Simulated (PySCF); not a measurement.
In(OAc)(OH)2, SMILES CC(=O)[O][In]([OH])[OH] (C2H5InO4), singlet (B3LYP/def2-SVP optimised geometry):

```
12

In    -2.162    -1.521     0.000
O      0.074    -1.521     0.000
C      0.094    -0.250     0.016
C      1.407     0.481     0.083
O     -1.001     0.394     0.000
H      1.290     1.521    -0.243
H      2.162    -0.042    -0.519
H      1.751     0.474     1.130
O     -2.920    -1.930     1.801
H     -3.759    -2.405     1.719
O     -3.034    -2.024    -1.731
H     -2.503    -1.748    -2.492
```

Method: B3LYP/def2-TZVP, def2 effective core potentials past Kr (PySCF).

Question: What are the frontier orbital energies and the dipole moment?

Answer: HOMO-2 -8.78 eV, HOMO-1 -8.36 eV, HOMO -8.27 eV, LUMO -2.10 eV, LUMO+1 -0.66 eV; dipole moment 2.24 D.
